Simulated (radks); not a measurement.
Valence configurations of Cl2+ (all share [Ne]). All-electron calculation, Dirac Kohn-Sham, PBE, spin-unpolarised, spherical densities, finite nucleus; open shells are shared between the two j in proportion to 2j + 1; Fermi nuclear charge, rms radius 3.3654 fm. Program: a radial shooting solver on a logarithmic mesh with Libxc functionals. Energies are relative to 3s2 3p3; eigenvalues in eV.

valence      E (eV)  e(3p1/2)  e(3p3/2)  e(3s1/2)
3s2 3p3       0.000   -31.791   -31.629   -44.914
3s1.5 3p3.5   6.623   -32.065   -31.901   -45.215
3s1 3p4      13.260   -32.332   -32.167   -45.510
3s0.5 3p4.5  19.910   -32.595   -32.428   -45.798
3p5          26.574   -32.852   -32.685         -

NIST lists [Ne] 3s2 3p3 as the ground configuration; this level of theory agrees among the configurations tried. The energies are those of spherical spin-averaged densities, not of single terms.
